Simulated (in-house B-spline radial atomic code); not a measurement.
A fraction x of an electron is removed from 3d in the manganese ion Mn²⁺, starting from [Ar] 3d5 and keeping the highest spin. All numbers are computed (non-relativistic M06-2X, spin-polarised, spherical fractional occupations; point nucleus) with a radial B-spline atomic code at the basis-set limit, not measured.

Caution: exact exchange at fractional occupations of open shells leaves self-interaction of up to several eV.

```json
{"x": "0", "E(x) - E(0) (eV)": "0.0000", "3d up level (eV)": "-30.826"}
{"x": "0.04", "E(x) - E(0) (eV)": "1.2447", "3d up level (eV)": "-31.411"}
{"x": "0.24", "E(x) - E(0) (eV)": "7.8232", "3d up level (eV)": "-34.388"}
{"x": "0.28", "E(x) - E(0) (eV)": "9.2108", "3d up level (eV)": "-34.994"}
{"x": "0.42", "E(x) - E(0) (eV)": "14.2596", "3d up level (eV)": "-37.139"}
{"x": "0.5", "E(x) - E(0) (eV)": "17.2805", "3d up level (eV)": "-38.383"}
{"x": "0.53", "E(x) - E(0) (eV)": "18.4390", "3d up level (eV)": "-38.853"}
{"x": "0.75", "E(x) - E(0) (eV)": "27.3697", "3d up level (eV)": "-42.351"}
{"x": "0.81", "E(x) - E(0) (eV)": "29.9398", "3d up level (eV)": "-43.320"}
{"x": "0.93", "E(x) - E(0) (eV)": "35.2555", "3d up level (eV)": "-45.279"}
{"x": "1", "E(x) - E(0) (eV)": "38.4654", "3d up level (eV)": "-46.434"}
```

The exact functional would give a straight line between the two integer points. Deviations E(x) - E(0) - x[E(1) - E(0)], in eV: -0.294 at x = 0.04, -1.408 at x = 0.24, -1.56 at x = 0.28, -1.896 at x = 0.42, -1.952 at x = 0.5, -1.948 at x = 0.53, -1.479 at x = 0.75, -1.217 at x = 0.81, -0.517 at x = 0.93.

The curve lies below the straight line by up to 1.952 eV (at x = 0.5): convex, the delocalisation error, to which spherically averaged exact exchange adds.

**Question.** How well does Slater's transition state (minus the level at half occupation) give the ionisation energy?

**Answer.** It gives 38.383 eV against 38.465 eV from the two total energies; NIST lists 33.67 eV, ground level to ground level. The end point has an open shell averaged over its orbitals, so its exact exchange keeps a self-interaction and this is no true integer point.
